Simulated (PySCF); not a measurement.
C3H3BO2, SMILES B(O)(C#C)C=O.

The structure is a stationary point at PBE-D3(BJ)/def2-SVP. The structure was generated by enumeration, and PubChem lists no compound with its InChIKey, so it may never have been made. Other conformers were not sampled.

Computed with PySCF with PBE-D3(BJ)/def2-SVP.

Harmonic, unscaled wavenumbers; measured fundamentals usually lie a few per cent lower.

| mode | ν (cm⁻¹) | IR (km/mol) | moving atoms (share of kinetic energy) |
|---|---|---|---|
| 1 | 60 | 2.1 | O 34 %, C 34 %, H 30 % |
| 2 | 111 | 2.9 | O 42 %, C 41 %, H 12 % |
| 3 | 207 | 1.9 | C 62 %, H 18 %, B 13 % |
| 4 | 230 | 2.3 | C 43 %, O 37 %, H 13 % |
| 5 | 408 | 8.1 | O 47 %, C 44 % |
| 6 | 470 | 0.6 | B 45 %, H 36 %, C 18 % |
| 7 | 570 | 25.6 | O 42 %, C 37 %, B 13 %, H 8 % |
| 8 | 644 | 25.0 | C 76 %, H 13 %, O 9 % |
| 9 | 668 | 34.0 | H 76 %, C 24 % |
| 10 | 682 | 131.6 | H 72 %, O 12 %, B 10 % |
| 11 | 733 | 27.8 | H 75 %, C 25 % |
| 12 | 916 | 1.2 | H 48 %, C 36 %, B 14 % |
| 13 | 944 | 99.3 | H 62 %, B 14 %, O 13 %, C 11 % |
| 14 | 1209 | 121.3 | B 58 %, H 28 %, C 10 % |
| 15 | 1317 | 72.7 | H 46 %, B 28 %, O 17 %, C 9 % |
| 16 | 1387 | 139.8 | B 43 %, H 35 %, O 18 % |
| 17 | 1743 | 56.3 | C 60 %, O 39 % |
| 18 | 2108 | 73.7 | C 89 %, H 9 % |
| 19 | 2703 | 202.0 | H 93 % |
| 20 | 3391 | 46.3 | H 86 %, C 14 % |
| 21 | 3706 | 67.7 | H 94 % |
